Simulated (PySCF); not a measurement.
[Sm(NH3)3]3+ relaxed at several levels

Computed with PySCF 2.14.0, def2-SVP on the ligands, density fitting, scalar-relativistic core potentials, no spin-orbit coupling, vacuum. Each row is relaxed at its own level from the same template. Distances are means of the shortest metal–ligand contacts, charges and spins Mulliken's; removal energies are rigid, with the ligand's formal charge and no counterpoise, so too large; for an anion taken off a cation in vacuum most of it is the attraction of opposite charges, and multiply charged cations can part far more cheaply with an electron moved from ligand to metal. lcecp potentials hold a fixed number of 4f electrons in the core, out of states, spins and gaps.

```tsv
level	basis on the metal	point group	M–NH3 (Å)	charge on M (e)	removal of one NH3 (eV)	unstable modes (below −25 cm⁻¹)
TPSS	lcecp-1-SVP with ECP51	C3	2.477	1.81	3.86	not given
```

(1) What does the calculation give for PBE0, lcecp-1-SVP with ECP51?

Moved off a saddle point of the template and relaxed again: PBE0, TPSS. One start shape was tried for each, so a minimum needn't be the lowest isomer.

Results:

(1) point group: C3, M–NH3 (Å): 2.457, charge on M (e): 1.86, removal of one NH3 (eV): 3.90, unstable modes (below −25 cm⁻¹): not given.
```xyz
13

Sm    0.0000    0.0000    0.7430
N     2.3341   -0.0013   -0.0247
H     3.0284   -0.2865    0.6918
H     2.5579   -0.6290   -0.8185
H     2.7032    0.9125   -0.3453
N    -1.1659    2.0221   -0.0247
H    -1.2661    2.7659    0.6918
H    -0.7342    2.5297   -0.8185
H    -2.1419    1.8848   -0.3453
N    -1.1682   -2.0207   -0.0247
H    -1.7623   -2.4794    0.6918
H    -1.8237   -1.9007   -0.8185
H    -0.5613   -2.7973   -0.3453
```
